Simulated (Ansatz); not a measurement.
The first iterations of a band of C₃H₇ClSi (12 atoms, charge 0, multiplicity 1).

Level of theory: RKS B3LYP-D4/def2-SVP in Ansatz.

```json
{
 "movable images": "5",
 "climbing image": "yes",
 "spring": "5.0 eV/Å²",
 "optimiser": "quadratic models (default)",
 "start path": "IDPP",
 "force threshold": "0.05 eV/Å",
 "iteration limit": "60",
 "end points": "relaxed"
}
```

First end point:

```xyz
12
Properties=species:S:1:pos:R:3
Si -0.865 -0.444 1.587
C 0.777 -0.103 0.743
C 1.035 0.168 -0.548
C 0.035 0.229 -1.655
Cl -0.037 1.911 -2.349
H -1.037 0.506 2.725
H -2.021 -0.301 0.657
H -0.869 -1.830 2.142
H 1.648 -0.115 1.414
H 2.066 0.376 -0.859
H -0.980 -0.027 -1.332
H 0.323 -0.426 -2.490
```

Last end point:

```xyz
12
Properties=species:S:1:pos:R:3
Si -0.978 -0.994 1.233
C 0.653 -0.799 0.324
C 1.010 0.102 -0.607
C 0.144 1.177 -1.177
Cl 0.816 2.817 -0.759
H -1.954 0.077 0.885
H -1.586 -2.317 0.901
H -0.725 -0.961 2.703
H 1.427 -1.523 0.613
H 2.030 0.085 -1.011
H -0.883 1.147 -0.797
H 0.124 1.134 -2.275
```

| iteration | highest image above the first end (eV) | largest band force component (eV/Å) |
| --- | --- | --- |
| 1 | 0.080 | 0.572 |
| 2 | 0.026 | 0.263 |

Question: Does the band converge within its limit, and where does its top end?

Answer: It converged. It ended after 6 iterations with the highest image 0.016 eV above the first end. A vibrational analysis at the climbing image gives one clearly imaginary mode, 64i cm⁻¹: a first-order saddle point.

Time of the run: 110 s on 2 threads of Arm Neoverse V1 (shared host), peak memory 0.26 GiB.
